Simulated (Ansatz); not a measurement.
Ansatz (a quantum-chemistry and plane-wave program) input:

Ansatz 0.2 input:
```yaml
crystal:
  periodic: [false, false, false]
  atoms:
    - {symbol: Si, position_ang: [-1.57618248, -0.02765166, 0.53235007]}
    - {symbol: Ge, position_ang: [0.64526017, 0.05102917, -0.21223446]}
    - {symbol: H, position_ang: [-1.72713899, -1.41593366, -0.07183293]}
    - {symbol: H, position_ang: [1.60070679, -1.13683560, -0.49696948]}
    - {symbol: H, position_ang: [1.54466141, 1.30695885, -0.09259570]}
basis:
  gaussian:
    orbitals: def2-TZVP
hamiltonian:
  xc: b3lyp
  dispersion: d3bj
magnetization: {spin_polarized: true, initial_magnetization: 1}
phonons: {temperatures: {t_min: 298.15, t_max: 298.15, t_step: 100}}
```

Question: Which total energy does the run end on?

Answer: -2368.29591 Eh (B3LYP-D3(BJ)/def2-TZVP). The basis has 103 functions.

It need not be the lowest isomer of its formula.
